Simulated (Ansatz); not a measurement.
Born–Oppenheimer molecular dynamics of C2H8O2SSi (14 atoms, charge 0, multiplicity 1). It goes on from the last frame of an earlier run, with new velocities.

Computed with RKS B3LYP-D4/STO-3G (Ansatz).

- ensemble: NVE (velocity Verlet)
- time step: 0.5 fs
- steps asked: 297
- starting velocities drawn for: 500 K
- seed: 910659

First frame:

```xyz
14
Properties=species:S:1:pos:R:3
C -0.459 -1.542 0.701
C 0.477 -0.478 0.028
O 1.791 -0.686 0.678
S 0.572 -0.745 -1.819
Si -0.162 1.333 0.307
O -0.734 1.886 -1.225
H -0.496 -1.421 1.785
H -1.481 -1.486 0.327
H -0.089 -2.553 0.483
H 2.409 -0.108 0.098
H -0.050 0.442 -2.073
H -1.164 1.373 1.331
H 0.930 2.216 0.623
H -1.725 1.686 -1.238
```

(1) How far do the bonds stretch over the last three quarters of this one trajectory? (Pairs bonded in most of those frames.)

## Answers

(1) 
```json
{"bond": "C1–C2", "mean (Å)": "1.577", "spread (Å)": "0.031", "shortest": "1.52", "longest": "1.63"}
{"bond": "C1–H7", "mean (Å)": "1.104", "spread (Å)": "0.011", "shortest": "1.09", "longest": "1.12"}
{"bond": "C1–H8", "mean (Å)": "1.103", "spread (Å)": "0.013", "shortest": "1.07", "longest": "1.14"}
{"bond": "C1–H9", "mean (Å)": "1.104", "spread (Å)": "0.024", "shortest": "1.06", "longest": "1.15"}
{"bond": "C2–O3", "mean (Å)": "1.489", "spread (Å)": "0.041", "shortest": "1.41", "longest": "1.56"}
{"bond": "C2–S4", "mean (Å)": "1.865", "spread (Å)": "0.038", "shortest": "1.80", "longest": "1.93"}
{"bond": "C2–Si5", "mean (Å)": "1.945", "spread (Å)": "0.038", "shortest": "1.88", "longest": "2.01"}
{"bond": "O3–H10", "mean (Å)": "1.031", "spread (Å)": "0.007", "shortest": "1.01", "longest": "1.04"}
{"bond": "S4–H11", "mean (Å)": "1.393", "spread (Å)": "0.035", "shortest": "1.32", "longest": "1.45"}
{"bond": "Si5–O6", "mean (Å)": "1.737", "spread (Å)": "0.014", "shortest": "1.70", "longest": "1.76"}
{"bond": "Si5–H12", "mean (Å)": "1.451", "spread (Å)": "0.009", "shortest": "1.44", "longest": "1.47"}
{"bond": "Si5–H13", "mean (Å)": "1.448", "spread (Å)": "0.005", "shortest": "1.44", "longest": "1.46"}
{"bond": "O6–H14", "mean (Å)": "1.026", "spread (Å)": "0.034", "shortest": "0.97", "longest": "1.08"}
```

Mean temperature of the second half: 266 K. The conserved energy stayed within 0.26 meV per atom of its start (net change 0.15 meV per atom), so the integration is sound. Over the second half the temperature averaged 0.53 of the 500 K drawn at the start: a run that starts near a minimum puts about half its kinetic energy into the potential. A run of 0.15 ps of so small a system gives no equilibrium averages. Limits of this set-up: minimal basis.

Run time: 19 min on 1 thread of Arm Neoverse V1, on a shared host, peak memory 0.13 GiB.
